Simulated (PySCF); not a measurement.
C₉H₈SSe, SMILES c1csc(c1C)-c1ccc[se]1.

Coordinates come from a PBE-D3(BJ)/def2-SVP optimisation. This is a generated structure with no PubChem entry under its InChIKey; it may be hypothetical. One conformer was computed; it need not be the lowest.

Computed with M06-2X/def2-SVP in PySCF.

Task: Estimate the frontier levels, gap, dipole moment and polarisability. (An estimate is asked for; the answer gives what the named calculation found.)

Result: 
```json
{
  "highest_occupied_level": "-6.74 eV",
  "lowest_empty_level": "-0.67 eV",
  "orbital_gap": "6.07 eV",
  "dipole_moment": "0.58 D",
  "quadrupole, principal values (traceless, Buckingham form, about the centre of nuclear charge)": "-15.37, 2.72, 12.66 D·Å",
  "mean_static_polarisability": "135.7 bohr³ (20.11 Å³)",
  "polarisability_principal_values": "63.0, 144.7, 199.5 bohr³"
}
```
